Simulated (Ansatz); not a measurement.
Species: C$_{2}$H$_{8}$GeN (charge 0, doublet). SMILES: C[N]([GeH2])C
Geometry: optimised at B3LYP-D3(BJ)/def2-TZVP (Ansatz, a first-principles code).

Property: size of the dipole moment, in D. Set-up: no spin-orbit coupling; LANL2DZ with its own core potentials from Na on; UHF or UKS for open shells; non-relativistic; no dispersion term unless named; 6-31G* and kin with 6d, 5d where marked. First-principles rows: single points at B3LYP-D3(BJ) geometries (Ansatz).

```csv
level,program,size of the dipole moment (D)
B3LYP/STO-3G,Ansatz,1.36
B3LYP/3-21G,Ansatz,1.92
B3LYP/LANL2DZ,Ansatz,1.73
B3LYP/6-31G,Ansatz,1.81
B3LYP/6-31G*,Ansatz,1.71
B3LYP/6-31G**,Ansatz,1.71
B3LYP/def2-SVP,Ansatz,1.65
B3LYP/6-31G* with LANL2DZ past Ar,Ansatz,1.68
```

No value to compare with is used here. The 8 habitual levels span 1.36 (B3LYP/STO-3G) to 1.92 D (B3LYP/3-21G).

The sets are all those run for this method; left out are runs that failed, that the program found above a lower state of the same kind, or whose <S^2> lies over 0.5 above the pure value.
